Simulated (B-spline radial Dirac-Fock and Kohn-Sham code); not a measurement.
# Auger decay of the 3s hole in Tc⁶⁺

System: Tc⁶⁺, [Kr] 4d1, inside a Watson sphere of charge -6 and radius 1.6 Å (a model of the Madelung potential; inside it an electron's potential energy is raised by 54.0 eV).

Method: one-electron (LDA, Dirac) transition rates at Dirac-Fock energies. Computed with an atomic code on a B-spline grid. Kinetic energies are configuration averages from the vacuum level; the two-hole energies are estimated from single-hole states.

```
transition  kinetic energy (eV)  width (meV)  share (%)
   M1-M3N2                12.73         1470       25.7
   M1-M3N3                16.77         2340       40.9
   M1-M2N4                42.81         70.0        1.2
   M1-M2N5                43.22         92.1        1.6
   M1-M3N4                62.86         77.7        1.4
   M1-M3N5                63.36          121        2.1
   M1-M4N1                151.2          410        7.2
   M1-M5N1                154.9          605       10.6
   M1-M4N2                186.0         73.2        1.3
   M1-M5N2                189.4         25.0        0.4
   M1-M4N3                189.5         63.3        1.1
   M1-M5N3                193.2          154        2.7
   M1-N1N1                345.0         24.8        0.4
   M1-N1N2                381.8         38.0        0.7
   M1-N1N3                385.3         72.6        1.3
```

Coster-Kronig rates are the weakest part of this model and often come out 1.5 to 2.5 times too large. The listed channels hold 99 % of the non-radiative rate. Summed by principal shells, of 5.71 eV in all: MMN 97.0 %, MNN 3.0 %.
